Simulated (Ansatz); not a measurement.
## Worked example: CH8O4Si2 + C3H9B → Si2H6O4 + C4H11B

Species: CH8O4Si2 `CO[SiH](O)O[SiH2]O`, singlet; C3H9B `CBCC`, singlet; Si2H6O4 `O[SiH2]O[SiH](O)O`, singlet; C4H11B `CCBCC`, singlet. The partners trade CH3 for H: O–CH3 and C–H bonds give way to O–H and C–CH3.

Shapes, held fixed at every level: PBE0-D4/def2-TZVP. Flexible molecules stand in one conformer, not always the lowest. Programs: Ansatz 0.2.0. Electronic energies: no zero-point or thermal term.

At CCSD(T)/CBS estimate; 1 Eh = 2625.50 kJ/mol:

```
 species  energy (Eh)
CH8O4Si2  -921.970378
   C3H9B  -144.370491
 Si2H6O4  -882.730725
  C4H11B  -183.627449
```

Work out ΔE of the reaction at this level.


1. Products less reactants: (-882.730725) + (-183.627449) − [(-921.970378) + (-144.370491)] = -0.017305 Eh = -45.4 kJ/mol.

Other levels give -43.0 (CCSD(T)/def2-TZVPP) to -36.2 kJ/mol (B3LYP-D4/def2-TZVPP). No measured value is set beside it here. The CBS estimate extrapolates MP2 from def2-TZVPP and def2-QZVPP and adds CCSD(T) − MP2 in the triple-zeta set, cores frozen.
